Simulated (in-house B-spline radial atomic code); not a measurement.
Eu. Computed with a B-spline radial atomic code. Model: all-electron spherical atom, spin shells full or empty, radial basis limit, no spin-orbit coupling, Breit or QED, empty-state partial waves extrapolated as (l+1/2)^-4, RPA, G0W0 and static COHSEX of the highest shell as one setting changes (uncorrelated shells keep exact exchange).

Without the two-electron picture change, core correlation of heavy ions comes too large.

Given: element Eu; charge 0; filled core Xe; hamiltonian one-electron scalar X2C; mean-field start r2SCAN; highest l of empty states 9; nuclear rms radius 5.1115 fm; highest mean-field shell 6s down.

Shell: 4f 7 0, 6s 1 1 (electrons up and down).

```csv
lowest nl shells left uncorrelated,RPA correlation energy (hartree),G0W0 level (eV),G0W0 minus most complete (meV),COHSEX level (eV),removal by RPA minus most complete (meV)
0,-5.301,-5.7657,0,-7.4689,0
1,-5.1042,-5.7657,0,-7.4688,0
2,-4.9027,-5.766,-0.2,-7.4696,0.2
3,-4.3214,-5.7657,0,-7.4688,0.1
4,-4.134,-5.7668,-1,-7.4715,1
5,-3.5678,-5.7662,-0.4,-7.4712,0.7
6,-2.641,-5.7626,3.1,-7.4643,-0.8
7,-2.4683,-5.768,-2.3,-7.4794,3.6
8,?,?,?,?,?
9,?,?,?,?,?
10,-0.85646,-5.7483,17.4,-7.4661,-14.3
11,-0.38571,-5.5736,192.2,-7.2961,-158.8
12,-0.058549,-5.4155,350.3,-6.9118,-344.2
```

Q: What follows for lowest nl shells left uncorrelated = 8?

A: RPA correlation energy -1.9515 hartree; G0W0 level -5.7651 eV; G0W0 minus most complete 0.7 meV; COHSEX level -7.4806 eV; removal by RPA minus most complete 0.8 meV.

Q: What follows for lowest nl shells left uncorrelated = 9?

A: RPA correlation energy -1.0094 hartree; G0W0 level -5.7412 eV; G0W0 minus most complete 24.5 meV; COHSEX level -7.4436 eV; removal by RPA minus most complete -12.1 meV.
